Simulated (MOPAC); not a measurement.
Input file for MOPAC: PM6 on AlW, 2S+1 = 6, a spin state set in the input, which need not be the lowest, a point of a bond scan (R = 2.574 Å).

```
PM6 1SCF PRECISE CHARGE=0 UHF MS=2.5 THREADS=1
AlW

W      0.00000000 1     0.00000000 1     0.00000000 1
Al     0.00000000 1     0.00000000 1     2.57353900 1
```

It printed:

```
*******************************************************************************
 **                                                                           **
 **                              MOPAC v23.2.5                                **
 **                                                                           **
 *******************************************************************************
 ** MOPAC's Digital Object Identifier: https://doi.org/10.5281/zenodo.6511958 **
 **                                                                           **
 ** Please cite the open-source release paper for use of this MOPAC version:  **
 ** J. E. Moussa and J. J. P. Stewart (2026)                                  **
 ** MOPAC: An open-source semiempirical molecular orbital program             **
 ** J. Open Source Softw., 11(119), 8025, https://doi.org/10.21105/joss.08025 **
 *******************************************************************************

                              PM6 CALCULATION RESULTS

 *******************************************************************************
 *  PM6        - The PM6 Hamiltonian to be used
 *  UHF        - UNRESTRICTED HARTREE-FOCK CALCULATION
 *
 *
 *
 *                 CHARGE ON SYSTEM = 0
 *
 *
 *
 *  MS=        - IN MECI, MAGNETIC COMPONENT OF SPIN =  2.5
 *  PRECISE    - TIGHTER CRITERIA TO BE USED
 *  1SCF       - DO 1 SCF AND THEN STOP
 *  THREADS=1  - MULTI-THREADING NOT USED
 *  T=         - A TIME OF 172800.0 SECONDS REQUESTED
 *  DUMP=N     - RESTART FILE WRITTEN EVERY 7200.0 SECONDS REQUESTED
 *******************************************************************************
PM6 1SCF PRECISE CHARGE=0 UHF MS=2.5 THREADS=1
 AlW

   ATOM   CHEMICAL          X               Y               Z
  NUMBER   SYMBOL      (ANGSTROMS)     (ANGSTROMS)     (ANGSTROMS)

     1       W          0.00000000  *   0.00000000  *   0.00000000  *
     2      Al          0.00000000  *   0.00000000  *   2.57353900  *



          CARTESIAN COORDINATES

    NO.       ATOM           X           Y           Z

     1         W          0.0000      0.0000      0.0000
     2        Al          0.0000      0.0000      2.5735

 General Reference for PM6:
 "Optimization of Parameters for Semiempirical Methods V: Modification of NDDO Approximations
 and Application to 70 Elements", J. J. P. Stewart, J. Mol. Mod., 13, 1173-1213 (2007)
 URL: https://link.springer.com/article/10.1007/s00894-007-0233-4

           Empirical Formula: W Al  =     2 atoms



      MOLECULAR POINT GROUP   :   C*v


          UHF CALCULATION, NO. OF ALPHA ELECTRONS =    7
                           NO. OF BETA  ELECTRONS =    2

 -------------------------------------------------------------------------------
 PM6 1SCF PRECISE CHARGE=0 UHF MS=2.5 THREADS=1
 AlW



     1SCF WAS SPECIFIED, SO BFGS WAS NOT USED
     SCF FIELD WAS ACHIEVED


                              PM6 CALCULATION
                                                       MOPAC v23.2.5 Linux




          FINAL HEAT OF FORMATION =         76.42230 KCAL/MOL =     319.75089 KJ/MOL


          COSMO AREA              =        117.66 SQUARE ANGSTROMS
          COSMO VOLUME            =        111.52 CUBIC ANGSTROMS

          IONIZATION POTENTIAL    =          6.831203 EV
          ALPHA SOMO LUMO (EV)    =         -6.831  0.492
          BETA  SOMO LUMO (EV)    =         -7.883  1.044
          NO. OF ALPHA ELECTRONS  =          7
          NO. OF BETA  ELECTRONS  =          2
          MOLECULAR WEIGHT        =        210.8315         POINT GROUP:  C*v

          MOLECULAR DIMENSIONS (Angstroms)

            Atom       Atom       Distance
           Al     2    W     1     2.57354
           Al     2    W     1     0.00000
            W     1   Al     2     0.00000


          SCF CALCULATIONS        =          1





   ATOM   CHEMICAL          X               Y               Z
  NUMBER   SYMBOL      (ANGSTROMS)     (ANGSTROMS)     (ANGSTROMS)

     1       W          0.00000000  *   0.00000000  *   0.00000000  *
     2      Al          0.00000000  *   0.00000000  *   2.57353900  *

                             CARTESIAN COORDINATES

   1    W        0.000000000     0.000000000     0.000000000
   2   Al        0.000000000     0.000000000     2.573539000


           Empirical Formula: W Al  =     2 atoms



      MOLECULAR POINT GROUP   :   C*v


          ALPHA EIGENVALUES
 -12.98378  -9.12022  -7.85011  -7.64622  -7.64622  -6.83120  -6.83120   0.49239
   0.49239   0.86159   1.99780   1.99780   6.32784 102.11762 102.11762 104.60564
 104.60564 105.49894


           BETA EIGENVALUES
 -12.05820  -7.88326   1.04423   1.04423   1.81070   4.05622   4.05622   4.54338
   4.54338   4.59728   6.39690   6.39690   7.53759 103.32468 103.32468 104.22872
 104.22872 104.50419


              NET ATOMIC CHARGES AND DIPOLE CONTRIBUTIONS

  ATOM NO.   TYPE          CHARGE      No. of ELECS.   s-Pop       p-Pop       d-Pop
    1          W          -0.564122        6.5641     1.51207     1.10088     3.95117
    2         Al           0.564122        2.4359     1.67518     0.74949     0.01120
 DIPOLE           X         Y         Z       TOTAL
 POINT-CHG.     0.000     0.000     6.973     6.973
 HYBRID         0.000     0.000    -4.174     4.174
 SUM            0.000     0.000     2.799     2.799


          ATOMIC ORBITAL ELECTRON POPULATIONS

     Atom    s        px        py        pz      x^2-y^2     xz        z^2       yz        xy
    1  W   1.51207   0.28178   0.28178   0.53732   0.99971   0.59170   0.76834   0.59170   0.99971
    2 Al   1.67518   0.12419   0.12419   0.50112   0.00029   0.00233   0.00597   0.00233   0.00029


                    (SZ)    =    2.500000
                    (S**2)  =    8.823879


          ATOMIC ORBITAL SPIN POPULATIONS

    Atom   Total    s     px     py     pz   x^2-y^2  xz     z^2    yz     xy
         Atomic
    1  W  4.9818  0.212  0.282  0.282  0.455  1.000  0.592  0.569  0.592  1.000
    2 Al  0.0182 -0.049  0.124  0.124 -0.187  0.000  0.002  0.000  0.002  0.000

 **********************
 *                    *
 * JOB ENDED NORMALLY *
 *                    *
 **********************




 == MOPAC DONE ==
```

The run finished.

Cost: very roughly 0.04 core-seconds.
